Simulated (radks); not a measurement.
Results of a calculation; reference values are marked as such.
All-electron atom: As+ in [Ar] 3d10 4s2 4p2 (the NIST ground configuration). Level of theory: non-relativistic Kohn-Sham, TPSS, spin-polarised, spherical densities, point nucleus; open shells are filled with parallel spins first; meta-GGA in the generalised Kohn-Sham scheme (a radial shooting solver on a logarithmic mesh with Libxc functionals).

Unscreened Slater integrals over Kohn-Sham orbitals (eV). They are taken over the spin-up orbitals.

\begin{tabular}{lr}
integral & value \\ \hline
F0(4p,4p) & 10.737 \\
F2(4p,4p) & 5.6414 \\
F0(4p,4s) & 11.639 \\
G1(4p,4s) & 7.7171 \\
F0(4p,3d) & 13.973 \\
F2(4p,3d) & 2.7229 \\
G1(4p,3d) & 0.96098 \\
G3(4p,3d) & 0.84907 \\
F0(4p,3p) & 14.058 \\
F2(4p,3p) & 2.4650 \\
G0(4p,3p) & 0.58891 \\
G2(4p,3p) & 0.67555 \\
F0(4s,4s) & 12.853 \\
F0(4s,3d) & 16.395 \\
G2(4s,3d) & 1.4316 \\
F0(4s,3p) & 16.527 \\
G1(4s,3p) & 1.0023 \\
F0(3d,3d) & 37.144 \\
F2(3d,3d) & 17.489 \\
F4(3d,3d) & 10.942 \\
F0(3d,3p) & 38.139 \\
F2(3d,3p) & 18.183 \\
G1(3d,3p) & 22.153 \\
G3(3d,3p) & 13.624 \\
F0(3p,3p) & 39.524 \\
F2(3p,3p) & 19.810 \\
\end{tabular}

Derived for the open shells (J is the average intra-shell exchange parameter used in DFT+U). 4p: J = F2/5 = 1.128 eV; in LS coupling 1D lies 6 F2/25 = 1.354 eV above 3P.
